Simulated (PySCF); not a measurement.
# A series of derivatives of C[NH2+]C

Parent skeleton `[CH3:1][NH2+:2][CH3:3]`; one hydrogen on atom 1 is replaced by X. Hydrogens on one atom are averaged.

Theoretical values (PySCF 2.14.0 with density-fitted response routines): coordinates at the GFN2-xTB level, NMR shieldings at PBE0/pcSseg-1/GIAO. In vacuum, no relativistic terms, one conformer, rapidly exchanging positions averaged.

Chemical shifts δ = σref − σ; $^{13}$C, $^{1}$H against TMS; $^{15}$N vs NH3, all at this level.

Parent (X = H): C1 39.2, N2 54.9, C3 39.2, H(C1) 3.44, H(C3) 3.44 ppm. Effects are Δδ = δ(X) − δ(H), positive for deshielding.

**Question.** Order these by the shift of C1, most shielded first.
A. X = 4-pyridyl
B. X = cBu
C. X = 2-thienyl

**Answer.** C (+16.7 ppm), A (+21.8 ppm), B (+23.8 ppm).

**Question.** Order these by the shift of H(C1), most shielded first.
A. X = 2-thienyl
B. X = 4-pyridyl
C. X = cBu

**Answer.** C (-0.20 ppm), B (+0.89 ppm), A (+1.21 ppm).

Experimental scales use liquid or dissolved standards, which lie at an offset from isolated NH3 (liquid NH3: subtract about 20 ppm).
